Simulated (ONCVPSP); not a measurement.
## holmium (Ho): one change to an ONCV potential, before and after

ONCVPSP 4.0.1 input, shortened (lines: element, Z, core and valence counts, functional; n l f; lmax; l rc ep ncon nbas qcut; lloc lpopt rc5 dvloc0; l nproj debl; icmod fcfact rcfact), PW91, non-relativistic:

```
  Ho 67.00   12    2  -109134      upf
    1    0    2.00
    2    0    2.00
    2    1    6.00
    3    0    2.00
    3    1    6.00
    3    2   10.00
    4    0    2.00
    4    1    6.00
    4    2   10.00
    4    3   10.00
    5    0    2.00
    5    1    6.00
    5    2    1.00
    6    0    1.50
    3
    0    3.60    0.00    4    8    2.00
    1    3.85    0.42    4    7    2.40
    2    2.40    0.00    4    7    4.40
    3    2.95    0.40    4    8    3.40
    4    5    2.30   -1.00
    0    2    0.40
    1    3    1.70
    2    2    3.60
    3    3    1.40
    3    5.50    1.05
```

In the p channel the program set the typed energies aside and used 0.050, 1.750, 3.450 Ha.

Change: s: debl 5.

Cutoffs: the cutoffs (Ha) at which the residual kinetic energy of the hardest occupied pseudo-wave falls to 1 and 0.1 mHa per electron; they do not see the model core or the augmentation charge, which bear on the density cutoff. Errors are all-electron minus pseudo energies relative to the spin-unpolarised reference configuration.

Q: Predict the effect on cutoff, ghosts and configuration errors.

A: The potential gets neither clearly harder nor softer (8.8 Ha and 16 Ha → 8.8 Ha and 16 Ha); both files keep a bound ghost (s); the number of tests with a reliable result goes from 4 to 2.

```csv
quantity,base,changed
"cutoff, loose",8.8 Ha,8.8 Ha
"cutoff, tight",16 Ha,16 Ha
bound ghosts,s,s
GHOST(+) flags under 300 eV,p at 81.0 eV,"p at 81.0 eV, s at 149.1 eV"
"tests counted as reliable (solved cleanly; for ONCVPSP, near-neutral configurations with less than one 5d electron left out)",4 of 4,2 of 4
"error for 5d1 6s2, meV [ΔE -2.58 eV]",-0.4,+7.5
"error for 5d2 6s1, meV [ΔE -1.40 eV]",-6.2,+1.7
s: phases at 3.65 bohr within 0.05 rad from the reference energy up to (Ha; the scan ends near 5),n/a,n/a
p: phases at 3.90 bohr within 0.05 rad from the reference energy up to (Ha; the scan ends near 5),2.9,2.9
d: phases at 2.43 bohr within 0.05 rad from the reference energy up to (Ha; the scan ends near 5),to the end of the scan,to the end of the scan
f: phases at 3.00 bohr within 0.05 rad from the reference energy up to (Ha; the scan ends near 5),4.7,4.7
"rms error of d²Exc/dni dnj with the model core, mHa",11.56,11.56
```

Base: The cutoffs count occupied waves only; projector 2 of the f channel, the hardest unoccupied one, needs 23 Ha at the loose tolerance. Changed file: The cutoffs count occupied waves only; projector 2 of the f channel, the hardest unoccupied one, needs 23 Ha at the loose tolerance. A true bound ghost makes a file unfit for plane-wave use even where its test errors are small: the radial tests pick states by their node count and pass the ghost by.
